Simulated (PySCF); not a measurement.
**C₆ coefficients of unlike pairs at TPSSh**

Calculated with PySCF 2.14 from the dipole response of each species, C₆(A,B) = (3/π) ∫ α_A(iu) α_B(iu) du, in atomic units, from isotropic polarisabilities. For ions this is the dispersion term alone; charge-induced terms of lower order in 1/R come first.

```json
{"species": "I⁺", "configuration": "[Kr] 4d10 5s2 5p4 (3P)", "basis": "aug-cc-pwCVTZ-DK3 with one added diffuse shell each of s, p, d, f type (11s10p8d5f1g)", "relativity": "spin-free X2C", "α (bohr³)": "20.33", "C₆ (like pair)": "177.8"}
{"species": "Fe²⁺", "configuration": "[Ar] 3d6 (5D)", "basis": "x2c-TZVPPall with one added diffuse shell each of s, p, d, f type (7s6p5d3f1g)", "relativity": "spin-free X2C", "α (bohr³)": "3.880", "C₆ (like pair)": "11.19"}
{"species": "Se³⁺", "configuration": "[Ar] 3d10 4s2 4p1 (2P)", "basis": "aug-cc-pVQZ-PP with one added diffuse shell each of s, p, d, f, g type with ECP10MDF (8s7p6d4f3g)", "relativity": "core potential", "α (bohr³)": "6.702", "C₆ (like pair)": "23.38"}
```

(1) Estimate C₆ for Se³⁺ with I⁺.

No spin-orbit coupling is included.

The other pairs:

```
      pair     C₆
  Fe²⁺, I⁺  42.62
Se³⁺, Fe²⁺  15.67
```

Results:

(1) The integral gives 64.27. The combination rule 2 C_A C_B / (C_A α_B/α_A + C_B α_A/α_B) gives 64.18 and the geometric mean 64.47.
